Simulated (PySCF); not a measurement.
CH₇F₂NSi₂, SMILES C[SiH2]N[SiH](F)F. Coordinates come from a PBE-D3(BJ)/def2-SVP optimisation. The structure was generated by enumeration, and PubChem lists no compound with its InChIKey, so it may never have been made. Other conformers were not sampled.

Computed equilibrium geometry at PBE-D3(BJ)/def2-SVP (PySCF confirms it by a frequency run) as bond lengths and angles (one conformer of several):
Atoms: Si1 F2 F3 N4 Si5 C6 H7 H8 H9 H10 H11 H12 H13. Bond lengths (Å): Si1–F2 1.631, Si1–F3 1.632, Si1–N4 1.716, Si1–H7 1.485, N4–Si5 1.769, N4–H8 1.027, Si5–C6 1.882, Si5–H9 1.507, Si5–H10 1.503, C6–H11 1.110, C6–H12 1.109, C6–H13 1.109. Bond angles (°): F2–Si1–F3 103.8, F2–Si1–N4 111.2, F2–Si1–H7 110.1, F3–Si1–N4 111.3, F3–Si1–H7 109.8, N4–Si1–H7 110.6, Si1–N4–Si5 128.3, Si1–N4–H8 115.9, Si5–N4–H8 115.9, N4–Si5–C6 112.1, N4–Si5–H9 109.6, N4–Si5–H10 105.7, C6–Si5–H9 109.3, C6–Si5–H10 110.8, H9–Si5–H10 109.3, Si5–C6–H11 110.5, Si5–C6–H12 111.1, Si5–C6–H13 110.9, H11–C6–H12 107.7, H11–C6–H13 108.4, H12–C6–H13 108.1.
Charge 0, spin multiplicity 1.
